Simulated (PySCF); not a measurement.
**Scalar relativity in Cl(3+) (chlorine, charge +3)**

[Ne] 3s2 3p2, high-spin 3P determinant; PBE calculated with PySCF 2.14 in dyall-acv3z, once non-relativistic with a point nucleus and once with spin-free X2C-1e and a Gaussian nucleus.

```tsv
shell	ε non-rel. (eV)	ε X2C (eV)	rms r non-rel. (bohr, spins averaged)	rms r X2C (bohr, spins averaged)	change of radius (%)
1s α	-2787.0	-2796.5	0.1060	0.1053	-0.58
1s β	-2786.6	-2796.0	0.1060	0.1053	-0.58
2s α	-295.88	-297.53	0.4853	0.4831	-0.47
2s β	-295.46	-297.11	0.4853	0.4831	-0.47
2p α	-236.74	-236.74	0.4532	0.4525	-0.14
2p β	-236.14	-236.14	0.4532	0.4525	-0.14
3s α	-59.760	-59.973	1.498	1.493	-0.32
3s β	-56.787	-56.996	1.498	1.493	-0.32
3p α	-46.273	-46.269	1.626	1.625	-0.05
```

The total energy goes from -457.1666 to -458.5950 hartree.

Relativity contracts and stabilises s shells directly. The contracted s shells screen the nucleus better, so for spin-averaged p shells the direct and indirect effects partly cancel.
